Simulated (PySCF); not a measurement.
cyclopent-3-en-1-ol (C5H8O), SMILES OC1CC=CC1.

Geometry optimised at B3LYP-D3(BJ)/def2-SVP. Other conformers were not sampled.

Two levels are set side by side: TDDFT-PBE/def2-SVPD (PySCF) and TDDFT-ωB97X/def2-SVPD (PySCF). Vertical, same geometry. The lowest singlet is HOMO−1→LUMO 100 % with PBE and HOMO→LUMO 96 % with the other functional; states are paired by order. Differences are taken from unrounded values.

```tsv
quantity	TDDFT-ωB97X
lowest singlet excitation (eV)	7.08
lowest triplet excitation (TDA) (eV)	4.30
first bright state (f over 0.05) (eV)	7.08
its oscillator strength	0.24
```

### Question
What does TDDFT-PBE give, and how far is it from TDDFT-ωB97X? (Estimate from the structure and the level; the computed values follow.)

### Answer

```csv
quantity,TDDFT-PBE,TDDFT-PBE minus TDDFT-ωB97X
lowest singlet excitation (eV),5.42,-1.67
lowest triplet excitation (TDA) (eV),4.30,0.00
first bright state (f over 0.05) (eV),6.67,-0.41
its oscillator strength,0.15,-0.09
```

A lower first singlet is the usual sign of a functional without exact exchange. Differences between two approximate levels are no errors against the true value.

Rough cost on one machine, each run with all the roots and properties that it gave: TDDFT-ωB97X against TDDFT-PBE about 20 times.
